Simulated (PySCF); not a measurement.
# Co(2+): ionisation energy

Co(2+) [Ar] 3d7 (4F) → Co(3+) [Ar] 3d6 (5D), as a difference of total energies. All numbers are calculated (PySCF 2.14, no relativity, point nucleus, in aug-cc-pwCVTZ (10s9p7d4f3g, 127 functions)). Correlated levels: valence: [Ar] frozen; valence and next inner shell: [Ne] frozen; nothing frozen. The calculations carry no spin-orbit coupling.

```csv
method,ionisation energy (eV)
UHF,31.443
LDA,34.598
PBE,34.364
PBE0,33.923
r2SCAN,33.992
M06-L,33.530
BP86,34.511
MP2 (valence),33.385
SCS-MP2 (valence),33.519
MP2 (valence and next inner shell),33.832
SCS-MP2 (valence and next inner shell),33.795
SCS-MP2 (all electrons),33.801
```

**Question.** Estimate what M06 gives.

**Answer.** 33.436 eV, closest to MP2 (valence) among the rows shown.

**Question.** Estimate what MP2 (all electrons) gives.

**Answer.** 33.851 eV, closest to MP2 (valence and next inner shell) among the rows shown.

A first-order spin-orbit estimate (lowest level to lowest level, LS coupling) adds 0.030 eV.

These non-relativistic numbers lack the scalar-relativistic shift.

Errors of the correlated levels include the incompleteness of this basis and the frozen core.

For comparison: 33.5 ± 0.06 eV (semi-empirical (NIST evaluation); NIST Atomic Spectra Database, ionization energies).
